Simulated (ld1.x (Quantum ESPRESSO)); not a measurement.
The numbers below are computed, except where a source is named.
Potentials for Ga compared

Generated with ld1.x 7.5 (TM, RRKJ, ultrasoft, PAW), atompaw 4.2 or ONCVPSP 4.0.1. The cutoff is in Ry: for ld1.x and atompaw files where the sum of valence levels is converged to 10 mRy in a Bessel basis, for ONCV files where the hardest occupied wave has 1 mHa per electron of residual kinetic energy. The error is the largest all-electron minus pseudo excitation energy over each file’s own four to seven test configurations (ionisations up to +4, promotions, holes and added fractions of an electron), all of which were solved. The labels leave out finer settings (local radius, basis sizes, second energies), which also bear on the numbers. Spin-polarised tests are not counted. The rows are a selection from randomly drawn settings: files with unsolved tests, undetermined cutoffs or missed reference levels are left out.

A true bound ghost makes a file unfit for plane-wave use even where its test errors are small: the radial tests pick states by their node count and pass the ghost by.

| potential | cutoff (Ry) | largest error (meV) | bound ghosts |
| --- | --- | --- | --- |
| RRKJ, PBE, fully relativistic, rc 1.90/1.85 (sp), local smoothed, core correction yes, reference 4s1 4p0 | 25 | -129 | none |
| RRKJ, BP86, scalar-relativistic, rc 2.00/1.65/1.75 (spd), local s, core correction no, reference 4s1.5 4p0 | 12 | +102 | d |
| TM, revPBE, scalar-relativistic, rc 1.45/1.90 (sp), local p, core correction yes, reference 4s1.5 4p1.5 | 30 | -148 | s |
| ultrasoft, PBEsol, scalar-relativistic, rc 1.65/2.50 (sp), local smoothed, core correction no, reference 4s1 4p2 | 10 | +22 | none |
| TM semilocal, PBE, scalar-relativistic, rc 1.35/2.70/2.85 (spd), local p, core correction yes, reference 4s2 4p0.5 | 40 | -151 | none |
| PAW, PBEsol, scalar-relativistic, rc 2.15/2.15 (sp), local smoothed, core correction yes, reference 4s2 4p1 | 6 | -213 | none |
| ultrasoft, PBEsol, scalar-relativistic, rc 1.75/2.35 (sp), local smoothed, core correction yes, reference 4s2 4p1 | 10 | -210 | none |

**Question.** Fill in the row for Ga: RRKJ, PW91, scalar-relativistic, rc 1.55/2.25 (sp), local smoothed, core correction yes, reference 4s2 4p0.

**Answer.** cutoff 15 Ry, largest error -107 meV, bound ghosts: none.

**Question.** Fill in the row for Ga: TM, PBE, fully relativistic, rc 1.85/2.45/2.65 (spd), local s, core correction yes, reference 4s1.75 4p1.25.

**Answer.** cutoff 15 Ry, largest error -147 meV, bound ghosts: none.
